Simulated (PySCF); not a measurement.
## A scan of TcCl with bad points

M06-L; Tc def2-TZVPP with ECP28, Cl def2-TZVPP; scalar-relativistic core potentials (PySCF 2.14); septet, unpaired electrons σ ↑↑, π ↑↑, δ ↑↑ requested.

```csv
R (Å),E (eV),⟨S²⟩,⟨Lz²⟩,μ (D)
2.023,1.006,12.00,0.00,0.13
2.117,0.460,12.00,0.00,-0.55
2.211,0.156,12.00,0.00,-1.23
2.281,0.041,12.00,0.00,-1.74
2.352,0.000,12.00,0.00,-2.24
2.423,0.014,12.00,0.00,-2.73
2.517,0.094,12.00,0.00,-3.36
2.634,0.263,12.00,0.00,-4.11
2.775,0.451,12.01,0.00,-4.55
2.963,0.798,12.01,0.00,-5.47
```

The run flagged 2.634 Å: there the SCF missed its convergence threshold, so the fit leaves that out.
